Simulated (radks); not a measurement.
The numbers below are computed, except where a source is named.
Problem. All-electron atom: Cu+ in [Ar] 3d9 4s1 (not the ground configuration). Level of theory: non-relativistic Kohn-Sham, LDA (Slater exchange, Perdew-Wang correlation), spin-unpolarised, spherical densities, point nucleus (a radial shooting solver on a logarithmic mesh with Libxc functionals). Some entries of the table are withheld. Estimate them.

orbital  occ.  eigenvalue (eV)  <r^2> (bohr^2)
1s          2              (1)        0.003762
2s          2        -1053.131         0.06740
2p          6        -926.2785         0.05303
3s          2        -125.2402          0.6015
3p          6         -85.7293             (2)
3d          9         -19.5014           1.169
4s          1         -13.6661             (3)

Solution. 
(1) 1s eigenvalue (eV): -8743.966
(2) 3p <r^2> (bohr^2): 0.6652
(3) 4s <r^2> (bohr^2): 7.071
